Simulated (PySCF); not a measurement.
Precursor series Cd F-Br. All species are isolated molecules in the gas phase.

These are B3LYP-D3(BJ)/def2-TZVP // BP86-D3(BJ)/def2-SVP (PySCF) values and carry that method's errors. All candidates: neutral, multiplicity 1. B3LYP has the VWN-RPA correlation part, as in Gaussian. 

```
Property         Result
-------------  --------
dipole moment    0.96 D
HOMO–LUMO gap   5.63 eV
HOMO           -8.40 eV
```

### Question
Which member has these values?
A. [Cd(F)(Br)]
B. [Cd(Br)2]
C. [Cd(F)2]

### Answer
A, [Cd(F)(Br)]. The others give [Cd(F)2]: 0.00 D, 6.95 eV, -9.81 eV; [Cd(Br)2]: 0.00 D, 5.41 eV, -8.13 eV
